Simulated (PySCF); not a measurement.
SMILES [GeH3], doublet (PBE0/def2-SVP optimised geometry):

```
4

Ge    -0.494    -0.315     0.000
H     -1.048    -1.124    -1.190
H     -1.048     1.124     0.000
H      1.048    -0.315     0.000
```

Level of theory: PySCF with unrestricted PBE0/def2-TZVP.

Question: What are the frontier orbital energies (α orbitals alone; a β orbital can be the lowest empty one) and the dipole moment?

Answer: HOMO-2 -9.87 eV, HOMO-1 -9.87 eV, HOMO -6.30 eV, LUMO 0.86 eV, LUMO+1 1.33 eV; dipole moment 0.04 D.

On the same geometry unrestricted PBE/def2-TZVP (PySCF 2.14.0) gives HOMO-2 -8.57 eV, HOMO-1 -8.57 eV, HOMO -5.21 eV, LUMO -0.04 eV, LUMO+1 0.51 eV; dipole moment 0.04 D.

Meta-Löwdin charges at PBE0/def2-TZVP: Ge1 0.11, H2 -0.04, H3 -0.04, H4 -0.04.
